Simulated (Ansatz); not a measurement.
The cluster Ge2Te, relaxed as a singlet with RKS PBE0-D4/def2-TZVP in Ansatz, starting from the GFN2-xTB geometry. Force threshold 0.02 eV/Å.

In the def2 sets Te takes a core potential; there is no spin–orbit coupling. The restricted singlet is unstable towards broken spin symmetry in Hartree–Fock (as tested in another run); at PBE0-D4/def2-TZVP this wasn't settled. Another isomer (singlet) lies 1.88 eV lower at PBE0-D4/def2-TZVP; other spin states weren't run for this one.

Start:

| atom | x (Å) | y (Å) | z (Å) |
| --- | --- | --- | --- |
| Ge1 | -0.592 | 1.572 | 1.192 |
| Ge2 | -0.650 | -0.055 | -0.418 |
| Te3 | 1.242 | -1.517 | -0.774 |

**Question.** Estimate the energy that the relaxation releases and the steps that it takes.

**Answer.** 0.18 eV, in 7 steps; 9 s on 4 threads of Intel Xeon Platinum 8488C on a shared host. No frequencies were taken in this run, so the end may be a saddle point.

**Question.** Does the start keep its bonding and symmetry?

**Answer.** By distances, no bond broke or formed. The bond that changes most is Ge2–Te3, from 2.42 to 2.35 Å (atoms count from 1). Point group Cs at the start, C∞v at the end, both within 0.05 Å.

**Question.** Predict the relaxed structure.

**Answer.** 
```xyz
3

Ge   -1.0328    1.7658    1.1321
Ge   -0.0090    0.0039   -0.0013
Te    1.0418   -1.7697   -1.1308
```
Bond lengths: 1 × Ge–Ge 2.33 Å; 1 × Ge–Te 2.35 Å.
